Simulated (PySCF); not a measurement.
C5H8N2Si.
Z-matrix (Å and degrees, PBE0-D3(BJ)/def2-SVP geometry), rows numbered from 1:
```
Si
N   1  1.7485
C   2  1.3821  1  127.42
C   3  1.4026  2  122.53  1     0.16
C   4  1.3903  3  119.09  2  -179.98
C   5  1.3934  4  119.20  3    -0.00
N   6  1.3316  5  122.29  4    -0.00
C   7  1.3221  6  118.67  5     0.01
H   1  1.4897  2  105.19  3   179.94
H   1  1.4947  2  111.65  3   -60.34
H   1  1.4948  2  111.65  3    60.23
H   2  1.0132  1  118.20  3  -179.81
H   4  1.0940  3  120.76  2     0.02
H   5  1.0922  4  120.37  3   179.99
H   6  1.0952  5  120.79  4   179.99
H   8  1.0990  3  118.92  2    -0.01
```

Lines to be assigned: C 1s: 290.38 (area 1), 290.39 (area 1), 290.57 (area 1), 290.75 (area 1), 291.63 (area 1) eV; N 1s: 404.35 (area 1), 405.11 (area 1) eV; Si 1s: 1847.26 eV; Si 2p3/2: 107.42 eV.

Computed with delta-SCF UKS SCAN, pcX-2 on the ionised atom, pcseg-1 elsewhere, spin-free X2C (PySCF 2.14.0). The structure is a single PBE0-D3(BJ)/def2-SVP conformer in the gas phase; no vibrational or solvent corrections.

Problem. Order the nitrogen atoms by N 1s binding energy.

Solution. 404.35 eV: N7 (pyridine-type nitrogen); 405.11 eV: N2 (silicon-bound nitrogen). Lowest listed N 1s: N7, bonded to 2 C (aromatic in the SMILES). Highest, 0.76 eV above it: N2, bonded to C, H and Si.

Bonded neighbours of each site: Si1: N and 3 H; N2: C, H and Si; C3: N and 2 C (aromatic in the SMILES); C4: 2 C (aromatic in the SMILES) and H; C5: 2 C (aromatic in the SMILES) and H; C6: N (aromatic in the SMILES), C (aromatic in the SMILES) and H; N7: 2 C (aromatic in the SMILES); C8: N (aromatic in the SMILES), C (aromatic in the SMILES) and H.

Problem. What is the C 1s shift of C3 against C5?

Solution. 291.63 − 290.38 = +1.25 eV, or +121 kJ/mol.

Spin contamination (⟨S²⟩ against 0.75 for a pure doublet) is marked for C 1s of C3 (0.87), which makes this value less certain. The 2p values add to the ΔSCF energy of one spin-free hole a correction within the shell (spin–orbit coupling, ligand field). 2p1/2 minus 2p3/2 (ligand field included): Si 0.62 eV.
